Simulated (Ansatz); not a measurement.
```yaml
crystal:
  periodic: [false, false, false]
  atoms:
    - {symbol: F, position_ang: [-1.183527, 1.367000, -1.708181]}
    - {symbol: Si, position_ang: [0.076642, 1.161073, -0.739337]}
    - {symbol: N, position_ang: [0.300464, -0.478427, -0.321192]}
    - {symbol: Al, position_ang: [-0.169839, -1.324869, 1.183734]}
    - {symbol: H, position_ang: [1.241075, 1.690078, -1.488132]}
    - {symbol: H, position_ang: [-0.200740, 1.922836, 0.498968]}
    - {symbol: H, position_ang: [0.732644, -1.045894, -1.039961]}
    - {symbol: H, position_ang: [0.153624, -2.869628, 1.281355]}
    - {symbol: H, position_ang: [-0.861744, -0.468569, 2.315444]}
basis:
  gaussian: {orbitals: aug-cc-pVDZ}
hamiltonian: {xc: {name: HF}}
correlation: {method: mp2, frozen_orbitals: {F: 0}}
accuracy: high
output: {forces: true}
```

```sh
$ ansatz run in.yaml --threads 2 --pin off --events-out ev --progress --plain --max-ram 4352MiB
```

It prints (some lines left out):

```
Functional definition: HF
Error: "frozen_orbitals" has no count for Si
```

**Question.** Something in this input is off. What?

**Answer.** Frozen orbitals are typed for one element alone, and the program wants a count for each. The input was rejected before any iteration.
